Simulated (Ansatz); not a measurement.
The same path of FH8NW (11 atoms, charge 0, multiplicity 1) was run twice with different band settings. Lost on the way: W1–H2, N8–H11. Made: H2–H11.

Theory: RKS B3LYP/def2-SVP (Ansatz).

Relaxed end points:

```xyz
11
Properties=species:S:1:pos:R:3
W 0.218 0.199 -0.187
H -0.277 -0.167 1.423
H 1.342 -0.719 0.697
H -0.748 1.397 0.534
H -1.406 -0.172 -0.059
H -0.186 -1.407 0.035
F 0.179 0.015 -2.091
N 1.602 1.649 0.929
H 2.603 1.464 0.830
H 1.440 2.641 0.739
H 1.371 1.496 1.913
```

```xyz
11
Properties=species:S:1:pos:R:3
W 0.208 0.143 -0.781
H 0.923 1.210 3.937
H 1.422 -0.759 -0.037
H -0.728 1.419 -0.204
H -1.377 -0.198 -0.280
H -0.195 -1.395 -0.189
F 0.422 0.213 -2.622
N 1.296 1.307 0.393
H 2.226 1.071 0.727
H 1.050 2.262 0.638
H 0.893 1.122 3.182
```

Common settings: spring 5.0 eV/Å²; optimiser quadratic models (default); start path through a guess of the saddle point; force threshold 0.05 eV/Å; iteration limit 60; end points relaxed.

| run | movable images | climbing image |
| --- | --- | --- |
| 1 | 5 | yes |
| 2 | 2 | no |

Q: What does each run give, and how far can it be trusted?

A: Run 1: converged after 16 iterations, highest image 0.782 eV above the first end. The profile has 2 maxima (images 1, 3) with wells between them (image 2): this band takes more than one step, which may be the mechanism or a detour left from its start path. A vibrational analysis at the climbing image gives one clearly imaginary mode, 1242i cm⁻¹: a first-order saddle point.
Run 2: converged after 15 iterations, highest image 0.222 eV above the first end. No image climbed, so the highest image needn't sit at the top of the path. A band with more images between the same ends climbed to 0.78 eV, so this one has probably stepped over the top. So few images can step over the top or miss a turn of the path.
The orbitals stay closed-shell, which can raise the energy where a bond breaks towards radicals; this wasn't checked here.
